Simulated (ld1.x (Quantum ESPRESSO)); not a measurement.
## Before and after: TM semilocal potential for Bi (Z = 83)

```
Element                 : Bi (Z = 83)
Generator               : ld1.x (Quantum ESPRESSO) 7.5
Type                    : norm-conserving Troullier–Martins (semilocal form)
Functional              : PBE
Relativity              : scalar-relativistic
Frozen core             : [Xe] 4f14 5d10
Valence charge          : 5
Reference configuration : 6s1 6p4
Partial waves           : 6s (bound): rc 1.90 bohr; 6p (bound): rc 1.95 bohr
Local potential         : the p channel
Core correction         : Bessel-smoothed model core inside 1.70 bohr
```

All-electron outer shells of the reference configuration (PBE, scalar-relativistic, ld1.x):

| shell | level (eV) | outermost node (bohr) | outermost maximum (bohr) |
| --- | --- | --- | --- |
| 5p | -97.60 | 0.48 | 0.86 |
| 5d | -28.70 | 0.51 | 1.03 |
| 6s | -15.50 | 0.98 | 1.86 |
| 6p | -5.24 | 1.14 | 2.41 |

Change: functional LDA (PZ).

Cutoffs: the cutoffs (Ry, on a coarse ladder) from which the occupation-weighted sum of valence levels, in a spherical-Bessel basis at the reference potential, stays within 10 and 1 mRy of its value at 400 Ry; they do not see the model core or the augmentation charge, which bear on the density cutoff. Errors are all-electron minus pseudo energies relative to the spin-unpolarised reference configuration.

Task: What does the change do?

Result: The potential gets neither clearly harder nor softer (30 Ry and 55 Ry → 30 Ry and 55 Ry); the number of tests with a reliable result goes from 7 to 9; of the 7 tests that both files solve, the error grows in 0 and shrinks in 2 by more than 15 % and 0.3 meV (median size 25.5 → 22.1 meV); neither file shows a bound ghost. A semilocal file is local in each channel, so a ghost entry of none says nothing of the separable form that plane-wave codes build from it.

| quantity | base | changed |
| --- | --- | --- |
| cutoff, loose | 30 Ry | 30 Ry |
| cutoff, tight | 55 Ry | 55 Ry |
| bound ghosts | none | none |
| error for 6s2 6p3, meV [ΔE -10.08 → -10.18 eV] | -23 | -20 |
| error for 6s2 6p2, meV [ΔE -2.17 → -2.02 eV] | -15 | -11 |
| error for 6s2 6p1, meV [ΔE 13.08 → 13.54 eV] | -35 | -29 |
| error for 6s2 6p3.3, meV [ΔE -11.18 → -11.33 eV] | -25 | -22 |
| error for 6s2 6p0, meV [ΔE 36.42 → 37.26 eV] | -152 | -142 |
| error for 6s1 6p0, meV [ΔE 81.83 → 83.17 eV] | -609 | -595 |
| error for 6s0 6p5, meV [ΔE 10.42 → 10.54 eV] | -25 | -22 |
| s: phases at 2.14 bohr within 0.05 rad from the reference energy up to (Ry; the scan ends near 5) | 3.9 | 3.9 |
| p: phases at 2.14 bohr within 0.05 rad from the reference energy up to (Ry; the scan ends near 5) | 1.0 | 1.1 |
